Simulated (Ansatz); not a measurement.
A made-up structure of C$_{2}$HGa, closed shell:

```
4
angstrom
C 0.9808 -0.4827 0.9325
C -0.2086 -0.3696 1.3726
Ga -0.1562 0.1723 -0.4659
H -0.8300 -0.7414 2.1467
```

It is relaxed with PBE-D4/def2-SVP and then PBE0-D4/def2-TZVP (Ansatz 0.2.0). Atoms count as bonded within 1.22 times the sum of their covalent radii (H–H: 0.88 Å). The end point is not checked to be a true minimum.

Question: Does its bonding change? (A judgement: the text doesn't fix the answer.)

Answer: The calculation gives: Yes. Formed: none; broken: C2–Ga3.

Where it ends: The first stage lowers the energy by 1.86 eV in 12 steps. It ends as C₂HGa ([CH][C][Ga]):
C1  (0.039, -0.242, 0.656)
C2  (-0.264, -0.613, 1.773)
Ga3  (0.542, 0.372, -1.197)
H4  (-0.531, -0.938, 2.754)
(Å)

Labels in which every atom is bracketed show which atoms are joined, not bond orders.

For scale, one of the runs: PBE0-D4/def2-TZVP relaxation, 116 basis functions, launched by `ansatz run in.yaml --threads 2 --pin off --events-out ev --progress --plain --max-ram 4352MiB`. Hardware: 2 CPU threads of an Arm Neoverse V2, shared host. Wall time about 9.5 s.
